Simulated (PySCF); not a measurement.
# Selenium: a sound run and one with changed settings

Sound run: Se⁺ [Ar] 3d10 4s2 4p3, Se²⁺ [Ar] 3d10 4s2 4p2. Computed with PySCF 2.14 in def2-SVP, with no relativity, point nucleus. In the sound run the correlated levels freeze [Ar] 3d10. The sound run starts from symmetry-adapted Hartree-Fock orbitals and uses a fine grid where one is needed.

Changed run: the spin-free X2C one-electron Hamiltonian (Gaussian nucleus). This setting is unsound on purpose.

```json
{"species": "Se⁺", "method": "UHF", "sound run (hartree)": "-2399.21494", "changed run (hartree)": "-2421.14625", "converged": "yes"}
{"species": "Se⁺", "method": "M06-L", "sound run (hartree)": "-2400.75922", "changed run (hartree)": "-2422.69041", "converged": "yes"}
{"species": "Se⁺", "method": "TPSS", "sound run (hartree)": "-2400.77245", "changed run (hartree)": "-2422.70083", "converged": "yes"}
{"species": "Se⁺", "method": "MP2", "sound run (hartree)": "-2399.27455", "changed run (hartree)": "-2421.20549", "converged": "yes"}
{"species": "Se⁺", "method": "CCSD(T)", "sound run (hartree)": "-2399.29078", "changed run (hartree)": "-2421.22138", "converged": "yes"}
{"species": "Se²⁺", "method": "UHF", "sound run (hartree)": "-2398.44768", "changed run (hartree)": "-2420.37701", "converged": "yes"}
{"species": "Se²⁺", "method": "M06-L", "sound run (hartree)": "-2399.98288", "changed run (hartree)": "-2421.91293", "converged": "yes"}
{"species": "Se²⁺", "method": "TPSS", "sound run (hartree)": "-2399.98613", "changed run (hartree)": "-2421.91251", "converged": "yes"}
{"species": "Se²⁺", "method": "MP2", "sound run (hartree)": "-2398.49403", "changed run (hartree)": "-2420.42306", "converged": "yes"}
{"species": "Se²⁺", "method": "CCSD(T)", "sound run (hartree)": "-2398.51229", "changed run (hartree)": "-2420.44083", "converged": "yes"}
```

Ionisation energy of Se⁺:

| method | sound run (eV) | changed run (eV) |
| --- | --- | --- |
| UHF | 20.878 | 20.932 |
| M06-L | 21.125 | 21.156 |
| TPSS | 21.397 | 21.451 |
| MP2 | 21.239 | 21.291 |
| SCS-MP2 | 21.109 | 21.161 |
| CCSD | 21.179 | 21.235 |
| CCSD(T) | 21.184 | 21.240 |

Most of the change in total energy is the relativistic energy itself. On top of that the contraction fixes the core shape for the Hamiltonian it was made with, so the changed run is not a good calculation with the other Hamiltonian either.

For comparison, NIST gives 21.196 ± 0.01 eV between the lowest levels.
